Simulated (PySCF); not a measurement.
PySCF job for Sn(OH)3(SH) (H₄O₃SSn), SMILES [OH][Sn]([OH])([OH])[SH], TDDFT-PBE/def2-SVPD. Geometry: PBE0-D3(BJ)/def2-SVP. The def2 effective core potentials stand for the cores of Sn; spin–orbit coupling is left out. Other conformers were not sampled.

```python
import numpy as np
from pyscf import gto, scf, dft, tdscf

mol = gto.M(
    atom='''
    O    -0.62293596    1.36562817   -1.45302570
    Sn   -0.20685830    0.02628045   -0.07301456
    O    -1.52242938    0.45586292    1.33446509
    O    -0.45754665   -1.74811543   -0.89273905
    S     2.03337395   -0.06495184    0.75964585
    H    -1.15553967    2.08021536   -1.08084027
    H    -1.32398352    0.00575633    2.16461450
    H    -1.10902279   -1.71183009   -1.60458836
    H     2.22077336   -1.23593975    0.10760620
    ''',
    basis='def2-SVPD',
    ecp={'Sn': 'def2-svp'},
    charge=0,
    spin=0,
    max_memory=1600,
    verbose=4,
)
mf = dft.RKS(mol, xc='pbe').density_fit(auxbasis='def2-universal-jkfit')
mf.grids.level = 3
mf.conv_tol = 1e-9
mf.max_cycle = 100
mf.kernel()
mf.grids = dft.Grids(mol).set(level=1).build(with_non0tab=True)  # coarser grid for the response kernel
td = tdscf.TDDFT(mf)
td.singlet = True
td.nstates = 10
td.conv_tol = 1e-4
td.positive_eig_threshold = 1e-6
td.kernel(x0=td.get_init_guess(mf, 15))
td.analyze()
tt = tdscf.TDA(mf)
tt.singlet = False
tt.nstates = 4
tt.conv_tol = 1e-4
tt.positive_eig_threshold = 1e-6
tt.kernel(x0=tt.get_init_guess(mf, 9))
tt.analyze(verbose=3)
```

Output:

```
PySCF version 2.14.0

[INPUT] verbose = 4
[INPUT] num. atoms = 9
[INPUT] num. electrons = 66
[INPUT] charge = 0
[INPUT] spin (= nelec alpha-beta = 2S) = 0
[INPUT] symmetry False subgroup None
[INPUT] Mole.unit = angstrom
[INPUT] Symbol           X                Y                Z      unit          X                Y                Z       unit  Magmom
[INPUT]  1 O     -0.622935960000   1.365628170000  -1.453025700000 AA   -1.177178357543   2.580663229291  -2.745820624954 Bohr   0.0
[INPUT]  2 Sn    -0.206858300000   0.026280450000  -0.073014560000 AA   -0.390905533593   0.049662852930  -0.137977521506 Bohr   0.0
[INPUT]  3 O     -1.522429380000   0.455862920000   1.334465090000 AA   -2.876974572191   0.861456069145   2.521773542893 Bohr   0.0
[INPUT]  4 O     -0.457546650000  -1.748115430000  -0.892739050000 AA   -0.864637857712  -3.303459396826  -1.687032305204 Bohr   0.0
[INPUT]  5 S      2.033373950000  -0.064951840000   0.759645850000 AA    3.842519874325  -0.122741188887   1.435522608162 Bohr   0.0
[INPUT]  6 H     -1.155539670000   2.080215360000  -1.080840270000 AA   -2.183653502370   3.931037310514  -2.042492094701 Bohr   0.0
[INPUT]  7 H     -1.323983520000   0.005756330000   2.164614500000 AA   -2.501966246238   0.010877887183   4.090528570262 Bohr   0.0
[INPUT]  8 H     -1.109022790000  -1.711830090000  -1.604588360000 AA   -2.095749339001  -3.234890041890  -3.032232543065 Bohr   0.0
[INPUT]  9 H      2.220773360000  -1.235939750000   0.107606200000 AA    4.196653435130  -2.335587633963   0.203346247305 Bohr   0.0

nuclear repulsion = 363.602901917828
number of shells = 66
number of NR pGTOs = 251
number of NR cGTOs = 160
basis = def2-SVPD
ecp = {'Sn': 'def2-svp'}


[settings echo left out]
init E= -816.873142394275
  HOMO = -0.658522909503265  LUMO = -0.656107319682198  gap/eV = 0.06573
cycle= 1 E= -836.584089073674  delta_E= -19.7  |g|= 3.64  |ddm|= 14.6
  HOMO = 0.0680782691229767  LUMO = 0.0725867736938887  gap/eV = 0.12268
cycle= 2 E= -744.782041214042  delta_E= 91.8  |g|= 13.3  |ddm|=  136
  HOMO = -0.292439088521498  LUMO = -0.141964509800374  gap/eV = 4.09462
cycle= 3 E= -839.755158151619  delta_E=  -95  |g|= 0.847  |ddm|=  137
  HOMO = -0.174920193157114  LUMO = -0.0980297859981007  gap/eV = 2.09229
cycle= 4 E= -839.561804321528  delta_E= 0.193  |g|= 1.32  |ddm|= 2.99
  HOMO = -0.243521380561968  LUMO = -0.103278016571522  gap/eV = 3.81622
cycle= 5 E= -839.923877020801  delta_E= -0.362  |g|= 0.429  |ddm|= 1.95
  HOMO = -0.255739804650683  LUMO = -0.107469887455274  gap/eV = 4.03463
cycle= 6 E= -839.957102636224  delta_E= -0.0332  |g|= 0.16  |ddm|= 0.612
  HOMO = -0.251090402865481  LUMO = -0.107947682454331  gap/eV = 3.89511
cycle= 7 E= -839.962118282923  delta_E= -0.00502  |g|= 0.0621  |ddm|= 0.222
  HOMO = -0.24865936633312  LUMO = -0.109393732237109  gap/eV = 3.78961
cycle= 8 E= -839.962774260199  delta_E= -0.000656  |g|= 0.0234  |ddm|= 0.0994
  HOMO = -0.251066493204034  LUMO = -0.109860344723756  gap/eV = 3.84242
cycle= 9 E= -839.962935357697  delta_E= -0.000161  |g|= 0.00465  |ddm|= 0.0402
  HOMO = -0.25046571702274  LUMO = -0.109483375515488  gap/eV = 3.83632
cycle= 10 E= -839.962940177243  delta_E= -4.82e-06  |g|= 0.00265  |ddm|= 0.00885
  HOMO = -0.250462508447455  LUMO = -0.109468847766685  gap/eV = 3.83663
cycle= 11 E= -839.962941544373  delta_E= -1.37e-06  |g|= 0.000782  |ddm|= 0.00329
  HOMO = -0.250502470932318  LUMO = -0.109481730614483  gap/eV = 3.83737
cycle= 12 E= -839.962941684439  delta_E= -1.4e-07  |g|= 8.8e-05  |ddm|= 0.000947
  HOMO = -0.250504346498828  LUMO = -0.10948101591493  gap/eV = 3.83744
cycle= 13 E= -839.96294168672  delta_E= -2.28e-09  |g|= 2.77e-05  |ddm|= 0.000157
  HOMO = -0.250501570612176  LUMO = -0.109480786330273  gap/eV = 3.83737
cycle= 14 E= -839.962941686977  delta_E= -2.57e-10  |g|= 8.49e-06  |ddm|= 4.92e-05
  HOMO = -0.250502608366511  LUMO = -0.10948104143651  gap/eV = 3.83739
Extra cycle  E= -839.962941686939  delta_E= 3.84e-11  |g|= 1.62e-05  |ddm|= 3.08e-05
converged SCF energy = -839.962941686939
tot grids = 39776
Overwritten attributes  positive_eig_threshold  of <class 'pyscf.tdscf.rks.CasidaTDDFT'>


******** <class 'pyscf.tdscf.rks.CasidaTDDFT'> for <class 'pyscf.df.df_jk.DFRKS'> ********
nstates = 10 singlet
deg_eia_thresh = 1.000e-03
wfnsym = None
conv_tol = 0.0001
eigh lindep = 1e-12
eigh level_shift = 0
eigh max_cycle = 100


Excitation energies (eV)
[4.00048357 4.63889744 4.7424886  4.90084022 5.87740541 5.91689236
 6.04400735 6.1788264  6.38503067 6.4804601 ]

** Singlet excitation energies and oscillator strengths **
Excited State   1:      4.00048 eV    309.92 nm  f=0.0131
      33 -> 34       -0.70407
Excited State   2:      4.63890 eV    267.27 nm  f=0.0134
      30 -> 34        0.14712
      31 -> 34        0.30521
      32 -> 34       -0.61480
Excited State   3:      4.74249 eV    261.43 nm  f=0.0116
      30 -> 34        0.52421
      31 -> 34       -0.45725
      32 -> 34       -0.10450
Excited State   4:      4.90084 eV    252.99 nm  f=0.0745
      27 -> 34       -0.10493
      30 -> 34        0.44279
      31 -> 34        0.42614
      32 -> 34        0.30539
Excited State   5:      5.87741 eV    210.95 nm  f=0.0973
      29 -> 34        0.64340
      33 -> 36        0.20978
Excited State   6:      5.91689 eV    209.54 nm  f=0.0051
      28 -> 34        0.13085
      33 -> 35       -0.68854
Excited State   7:      6.04401 eV    205.14 nm  f=0.0468
      28 -> 34        0.65201
      33 -> 35        0.13368
Excited State   8:      6.17883 eV    200.66 nm  f=0.0204
      27 -> 34       -0.62617
      31 -> 35       -0.12243
      33 -> 36       -0.23591
Excited State   9:      6.38503 eV    194.18 nm  f=0.0036
      33 -> 36       -0.37119
      33 -> 37       -0.57753
Excited State  10:      6.48046 eV    191.32 nm  f=0.0122
      32 -> 35       -0.66735
      33 -> 36        0.18697

** Transition electric dipole moments (AU) **
state          X           Y           Z        Dip. S.      Osc.
  1         0.0595      0.1492     -0.3277      0.1332      0.0131
  2        -0.2458      0.1066      0.2141      0.1176      0.0134
  3        -0.1859     -0.1530     -0.2042      0.0997      0.0116
  4         0.6996      0.3621     -0.0013      0.6206      0.0745
  5         0.5824     -0.4836      0.3209      0.6761      0.0973
  6         0.0399      0.1355     -0.1229      0.0351      0.0051
  7        -0.1926      0.0495      0.5257      0.3159      0.0468
  8        -0.1766     -0.2730     -0.1700      0.1346      0.0204
  9         0.0946     -0.0197      0.1177      0.0232      0.0036
 10        -0.2650      0.0809     -0.0058      0.0768      0.0122

WARN: ECP detected. Skipping calculation of transition velocity and magnetic dipole moments, which have not yet been implemented.

Overwritten attributes  positive_eig_threshold  of <class 'pyscf.tdscf.rks.TDA'>


******** <class 'pyscf.tdscf.rks.TDA'> for <class 'pyscf.df.df_jk.DFRKS'> ********
nstates = 4 triplet
deg_eia_thresh = 1.000e-03
wfnsym = None
conv_tol = 0.0001
eigh lindep = 1e-12
eigh level_shift = 0
eigh max_cycle = 100


Excitation energies (eV)
[3.64877483 4.25719346 4.33562809 4.47977154]

** Triplet excitation energies and oscillator strengths **
Excited State   1:      3.64877 eV    339.80 nm  f=0.0000
Excited State   2:      4.25719 eV    291.23 nm  f=0.0000
Excited State   3:      4.33563 eV    285.97 nm  f=0.0000
Excited State   4:      4.47977 eV    276.76 nm  f=0.0000
```

The calculation finished and met its thresholds.

Cost: around 70 core-seconds (rough).
